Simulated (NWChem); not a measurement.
System: C2H2BF; SMILES C#CBF

```xyz
6

B     -0.5367    -0.6995     0.0000
C     -0.0891     0.7600     0.0000
C      0.2184     1.9381     0.0000
H      0.4971     2.9775     0.0000
F      0.3666    -1.6631     0.0000
H     -1.7025    -1.0135     0.0000
```
Atoms are numbered in this order, from 1.

Level: PBE0/def2-SVP (NWChem), optimised geometry, unscaled harmonic frequencies. 

```tsv
frequency (cm⁻¹)	IR intensity (km/mol)
202	1.9
264	5.1
531	15.1
713	40.1
791	26.8
894	66.8
894	53.0
1115	41.8
1364	369.2
2193	115.8
2654	146.9
3475	42.0
```

| Quantity | Result |
|---|---|
| zero-point energy | 21.6 kcal/mol |
| thermal correction to the enthalpy at 298.15 K (with zero-point energy) | 24.9 kcal/mol |
| heat capacity Cv | 13.6 cal/(mol K) |
| entropy at 298.15 K and 1 atm (symmetry number 1) | 66.6 cal/(mol K) |
| dipole moment | 1.55 D |

Rigid rotor and harmonic oscillator.
